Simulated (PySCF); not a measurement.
Species: SbH2(iPr), C3H9Sb.
Bonds: Sb1–C4, C4–C5, C4–C6. Hydrogens: H2, H3 on Sb1; H7 on C4; H8, H9, H10 on C5; H11, H12, H13 on C6.

Level of theory: PBE0-D3(BJ)/def2-SVP geometry optimisation, gas phase, def2 core potentials past Kr (PySCF).

Give the optimised bond lengths and angles.

```
                  bond  length (Å)
        Sb1–H2, Sb1–H3       1.719
                Sb1–C4       2.205
          C4–C5, C4–C6       1.521
                 C4–H7       1.101
C5–H8 and 5 like bonds       1.103
```

Bonds in one row agree within 0.01 Å and their mean is given. A selection of angles:
```
    angle  degrees
H2–Sb1–H3     91.2
H2–Sb1–C4     93.4
Sb1–C4–C5    109.9
Sb1–C4–H7    105.3
 C5–C4–C6    112.4
 C5–C4–H7    109.5
 C4–C5–H8    112.3
 H8–C5–H9    107.7
```

Sb1 (antimony bonded to C and 2 H) is pyramidal (angles 93.5°, 93.4° and 91.2°, sum 278.2°, 1.01 Å off the plane of its three neighbours).

Point group: Cs (tolerance 0.08 Å). No frequency check. One conformer, not necessarily the lowest (H–Sb1–C4–C5 -164° and -72°).
